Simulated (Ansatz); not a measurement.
One geometry of Ga3P2⁻, several levels of theory.

```yaml
crystal:
  periodic: [false, false, false]
  atoms:
    - {symbol: Ga, position_ang: [-0.749981, -0.839876, -1.722235]}
    - {symbol: Ga, position_ang: [-1.577626, -0.170806, 0.839927]}
    - {symbol: Ga, position_ang: [0.463761, 1.694033, 1.072245]}
    - {symbol: P, position_ang: [0.664162, -1.045481, 0.659527]}
    - {symbol: P, position_ang: [1.199684, 0.362129, -0.849464]}
basis:
  gaussian: {orbitals: def2-TZVPD, initial_orbitals: start.molden}
total_charge: -1
hamiltonian: {xc: r2scan, dispersion: d4}
scf: {omitted_lower_state_checks: [starts]}
output: {orbitals: {seedname: orbitals}}
```

The file start.molden holds the orbitals of an earlier run on this structure, at another level or in another basis.

```sh
$ ansatz run in.yaml --threads 4 --pin off --events-out ev --progress --plain --max-ram 4787MiB
```

Output, abridged:

```
Functional definition: r2SCAN
1678 factors; their error is unknown
mean field evaluation 1: about -175713.6945 eV, gradient 1.1e1 eV
mean field evaluation 2: about -175713.7862 eV, gradient 1.6e-1 eV
mean field evaluation 4: about -175713.7054 eV, gradient 9.6e-4 eV
mean field -175713.70543245 eV, -6457.3595716154 hartree, gradient 1.7e-5 eV, S^2 0.000000; 0 other end points of the search recorded, 0 dependent functions left out
reference -175713.70544575 eV, -6457.3595721040 hartree; 62, 62 occupied and 186, 186 virtual orbitals, 1678 factors
Total energy: -175713.76934330 eV, -6457.3619202955 hartree
Checks for a lower state left out: starts
```

Hardware: 4 threads of Arm Neoverse V2 on a shared host. Wall time 11 s, peak host memory 0.56 GiB.

As the first input, with `hamiltonian: {xc: pbe, dispersion: d4}` (abridged; 4.7 s):

```
Functional definition: PBE
mean field -175684.20821581 eV, -6456.2755688978 hartree, gradient 1.3e-5 eV, S^2 0.000000
Total energy: -175684.56799972 eV, -6456.2887907123 hartree
Checks for a lower state left out: starts
```

First input, but with `gaussian: {orbitals: def2-TZVPD}`, `hamiltonian: {xc: pbe0, dispersion: d4}` (abridged; 9.5 s):

```
Functional definition: PBE0
mean field evaluation 16: about -175688.3233 eV, gradient 1.5e-4 eV
mean field -175688.32331097 eV, -6456.4267958556 hartree, gradient 1.1e-5 eV, S^2 0.000000
Total energy: -175688.62881759 eV, -6456.4380230165 hartree
Checks for a lower state left out: starts
```

Geometry: PBE0-D4/def2-SVP, that of the neutral doublet.

The structure comes from a short search, and lower isomers may exist.
